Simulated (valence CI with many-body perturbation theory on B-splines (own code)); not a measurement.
## Ce: electric-dipole lines

Method: relativistic CI+MBPT: four valence electrons over a frozen Dirac-Fock core [Xe], a basis of 7 s, 7 p, 7 d, 7 f, 4 g, 2 h functions for each j, with the one-electron correlation potential Σ1, the two-electron term Σ2, the three-electron term Σ3, Breit, model QED; selected CI, second order for the rest (own B-spline code, finite nucleus).

Set against measurement, 70 paired levels are off by 208 cm⁻¹ on average, the worst by 603. These come from a selection out of the NIST Handbook of Basic Atomic Spectroscopic Data. Levels without a partner in it may be off by more, other configurations by several thousand cm⁻¹. Among the levels kept, up to 710 cm⁻¹ of a level comes from second order outside the variational space, and about a tenth of that is noise between levels of different J, which matters for small intervals.

Lines 1 to 50 of 517 in falling wavelength, among levels below 15243 cm⁻¹, chosen from the strongest by gf and those to the six lowest levels. Wavelengths and rates use the calculated energies, so an error of 200 cm⁻¹ moves a line at 2286 nm by 4.6 % and its rate by three times that or more. Electric multipoles are in the length gauge, E1 and E2 with the static RPA response of the core. Weak lines are less certain than strong ones. Lines between different terms over intervals too small for the method are left out, as are lines whose strength nearly cancels and 9 of this kind that miss the measured wavelength by over 7 %. Where a level lies close to another of its J and parity, the split of strength between their lines is uncertain. The highest levels of a list are the least certain.

Names give the largest LS component (configuration and term), which can be under half, so a name can repeat, a term be missing and a line seem to break the LS rules; names also repeat where a configuration has a term twice. Letters in brackets count levels of one name in rising energy.

```
λ vac (nm)              Upper              Lower   A (s⁻¹)  S (a.u.)
      2338      4f5d6s6p ³H_6  4f5d²6s ³G°_5 [b]  4.40e+03  3.61e-01
      2326      4f5d6s6p ³H_5  4f5d²6s ³I°_6 [b]  2.08e+04  1.42e+00
      2290  4f5d6s6p ³F_3 [a]  4f5d²6s ³G°_3 [b]  8.17e+03  3.39e-01
      2286        4f²6s² ³F_4      4f5d6s² ³D°_3  6.75e+03  3.58e-01
      2260      4f5d6s6p ³H_6  4f5d²6s ³I°_7 [b]  2.68e+04  1.98e+00
      2192  4f5d6s6p ⁵I_5 [a]      4f5d²6s ¹I°_6  5.19e+03  2.97e-01
      2192      4f5d6s6p ³G_3  4f5d²6s ¹G°_4 [a]  1.28e+04  4.66e-01
      2176      4f5d6s6p ³H_5  4f5d²6s ⁵G°_6 [a]  5.95e+03  3.33e-01
      2124      4f5d6s6p ³H_4  4f5d²6s ³I°_5 [c]  1.03e+04  4.38e-01
      2087      4f5d6s6p ³G_3  4f5d²6s ³G°_3 [c]  6.76e+03  2.12e-01
      2074       4f²5d6s ³H_4  4f5d²6s ³I°_5 [c]  5.02e+03  1.99e-01
      2052  4f5d6s6p ⁵I_5 [a]  4f5d²6s ¹G°_4 [a]  1.51e+04  7.07e-01
      2050      4f5d6s6p ³G_3  4f5d²6s ³G°_3 [b]  2.11e+04  6.27e-01
      2039  4f5d6s6p ³F_4 [b]  4f5d²6s ³G°_3 [b]  7.41e+03  2.79e-01
      2016        4f²6s² ¹G_4  4f5d6s² ¹F°_3 [a]  5.80e+03  2.11e-01
      2005      4f5d6s6p ³F_2  4f5d²6s ³G°_3 [d]  9.59e+03  1.91e-01
      1975  4f5d6s6p ³F_4 [a]  4f5d²6s ³D°_3 [a]  1.33e+04  4.56e-01
      1965  4f5d6s6p ⁵I_5 [b]  4f5d²6s ¹G°_4 [a]  1.18e+04  4.84e-01
      1938       4f²5d6s ⁵G_4  4f5d²6s ⁵G°_4 [b]  6.09e+03  1.97e-01
      1924      4f5d6s6p ³F_2  4f5d²6s ³D°_1 [c]  2.04e+04  3.58e-01
      1902  4f5d6s6p ³F_3 [a]  4f5d6s² ¹F°_3 [b]  7.36e+03  1.75e-01
      1899      4f5d6s6p ³D_2  4f5d6s² ¹F°_3 [b]  1.04e+04  1.75e-01
      1872       4f²5d6s ⁵G_5  4f5d²6s ⁵G°_5 [b]  9.38e+03  3.34e-01
      1870      4f5d6s6p ³H_4  4f5d²6s ³I°_5 [b]  1.91e+04  5.56e-01
      1861       4f²5d6s ³H_6  4f5d²6s ³I°_7 [a]  4.82e+03  1.99e-01
      1848      4f5d6s6p ⁵H_3  4f5d²6s ⁵G°_3 [b]  9.72e+03  2.12e-01
      1842      4f5d6s6p ⁵H_3  4f5d²6s ³H°_4 [c]  1.06e+04  2.28e-01
      1821  4f5d6s6p ⁵I_5 [a]  4f5d²6s ³H°_6 [b]  8.71e+03  2.86e-01
      1820      4f5d6s6p ³H_5  4f5d²6s ³F°_4 [b]  9.66e+03  3.16e-01
      1811  4f5d6s6p ³F_4 [a]  4f5d²6s ³H°_5 [b]  1.60e+04  4.22e-01
      1806      4f5d6s6p ³D_2  4f5d²6s ³D°_2 [a]  6.51e+04  9.46e-01
      1804  4f5d6s6p ³F_4 [b]  4f5d²6s ³D°_3 [a]  2.01e+04  5.26e-01
      1798      4f5d6s6p ³H_6  4f5d²6s ³H°_6 [b]  1.63e+04  6.08e-01
      1793  4f5d6s6p ³F_4 [a]  4f5d²6s ⁵G°_4 [b]  7.17e+03  1.83e-01
      1774      4f5d6s6p ³H_4  4f5d²6s ³H°_5 [a]  9.31e+03  2.31e-01
      1774      4f5d6s6p ⁵H_3      4f5d²6s ⁵G°_2  2.95e+04  5.68e-01
      1769  4f5d6s6p ³F_3 [b]  4f5d²6s ³F°_2 [c]  1.39e+04  2.66e-01
      1760      4f5d6s6p ³F_2  4f5d²6s ³D°_2 [c]  4.49e+04  6.04e-01
      1752  4f5d6s6p ⁵I_5 [b]  4f5d²6s ³H°_6 [b]  5.50e+03  1.61e-01
      1750       4f²5d6s ⁵G_5  4f5d²6s ³I°_6 [b]  5.92e+03  1.72e-01
      1748      4f5d6s6p ⁵H_4  4f5d²6s ³D°_3 [a]  7.21e+03  1.71e-01
      1743      4f5d6s6p ⁵D_1  4f5d²6s ³D°_2 [c]  2.18e+04  1.71e-01
      1740       4f²5d6s ³H_4  4f5d²6s ³H°_5 [a]  7.72e+03  1.80e-01
      1734  4f5d6s6p ³F_3 [b]  4f5d²6s ³D°_2 [c]  2.63e+04  4.73e-01
      1731       4f²5d6s ³H_6  4f5d²6s ³H°_6 [a]  8.97e+03  2.98e-01
      1721       4f²5d6s ⁵G_2      4f5d²6s ⁵G°_2  4.68e+04  5.89e-01
      1718  4f5d6s6p ³F_4 [a]      4f5d²6s ⁵P°_3  4.70e+04  1.06e+00
      1717   4f²5d6s ⁵I_5 [a]  4f5d²6s ³I°_5 [a]  9.68e+03  2.66e-01
      1714       4f²5d6s ⁵I_4  4f5d²6s ³H°_4 [a]  1.19e+04  2.65e-01
      1708  4f5d6s6p ⁵I_5 [b]  4f5d²6s ⁵G°_5 [b]  7.59e+03  2.06e-01
```
